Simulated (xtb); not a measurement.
C3H8O2Si, SMILES CO[Si@@H](C=C)O. All values are semi-empirical tight-binding results from xtb (GFN2-xTB unless named), good for trends rather than for accurate numbers. Coordinates come from a GFN2-xTB optimisation. The structure was generated by enumeration; whether it is a known compound was not checked. One conformer was computed; it need not be the lowest.

Computed properties:
```
Quantity                                       Result
--------------------------------------  -------------
orbital gap                                   4.55 eV
dipole moment                                  1.33 D
zero-point energy                       65.7 kcal/mol
G − E(el) at 298.15 K (modified RRHO)   44.3 kcal/mol
static polarisability (D4 model)           76.5 bohr³
solvation energy, GFN2-xTB/ALPB(water)  -4.6 kcal/mol
solvation energy, GFN2-xTB/ALPB(ether)  -7.6 kcal/mol
```
